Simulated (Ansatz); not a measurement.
`[BH2][Ga]([BH2])[F]` + `[SiH3]S` → `BS[SiH3]` + `[BH2][GaH][F]`  (cleavage of the B–Ga bond)

Calculated with Ansatz (gas phase, PBE0-D4/def2-TZVP geometries, no zero-point term in ΔE). CBS: MP2 limit from def2 TZ/QZ plus the TZ coupled-cluster correction, frozen cores. Functionals use def2-TZVPP. For Ga outer-core shells are correlated without core-valence functions, which leaves a few kJ/mol of doubt a bond. Scalar relativity is left out up to krypton.

`[BH2][Ga]([BH2])[F]`:

```xyz
8

B    -0.424    1.698   -0.911
Ga   -0.325   -0.251   -0.173
B     0.852   -1.367    1.139
F    -1.626   -1.255   -0.864
H     0.160    2.026   -1.903
H    -1.059    2.549   -0.359
H     1.822   -1.961    0.765
H     0.599   -1.438    2.306
```

`[SiH3]S`:

Cartesian coordinates in Å:
```
Si 0.230 0.332 0.341
S -0.046 -1.486 -0.750
H 0.464 1.484 -0.566
H 1.430 0.094 1.177
H -0.939 0.633 1.205
H -1.138 -1.057 -1.406
```

`BS[SiH3]`:

Z-matrix (Å, degrees):
```
Si
S 1 2.156
H 1 1.482 2 109.9
H 1 1.483 2 107.0 3 -119.4
H 1 1.482 2 109.9 3 121.2
B 2 1.775 1 99.5 3 -60.7
H 6 1.192 2 116.9 1 180.0
H 6 1.195 2 121.4 1 0.0
```

`[BH2][GaH][F]`:

Cartesian coordinates in Å:
```
B 0.211 -1.115 -0.057
Ga -0.276 0.894 0.171
F 0.557 1.943 -0.987
H 1.129 -1.606 0.532
H -0.413 -1.831 -0.783
H -1.207 1.715 1.124
```

CCSD(T)/CBS gives -1.11 eV.

Question: Another level gave -1.25 eV. Which?
A. LDA (SPW92)/def2-TZVPP
B. PBE0/def2-TZVPP
C. MP2/def2-TZVPP
D. RPA@PBE/def2-TZVPP

Answer: A. LDA (SPW92) -1.25, PBE0 -1.14, RPA@PBE/def2-TZVPP -1.09, MP2/def2-TZVPP -1.21 eV.

Question: What do rigid-rotor, harmonic-oscillator terms from PBE0-D4/def2-TZVP frequencies (298.15 K, 1 bar) make of the CCSD(T)/CBS value? (Best estimate.)

Answer: Ansatz gave: ΔZPE = +0.03 eV, ΔH = -1.10 eV, ΔS = -3 J/(mol·K), ΔG = -1.10 eV.

Largest T1 diagnostic among the species: 0.014.

In def2-TZVPP, CCSD(T) changes the Hartree–Fock value by −0.06 eV (the triples alone add −0.04 eV) and MP2 by −0.14 eV. At CCSD(T), def2-SVP lies −0.12 eV from the extrapolated value and def2-TZVPP −0.02 eV. Leaving LDA and LC-ωPBE aside and taking each functional with its dispersion term where it has one, the values, not all of them listed here, spread over 0.11 eV, from B97M-V to ωB97X-V. LDA lies −0.10 eV from PBE without D4.
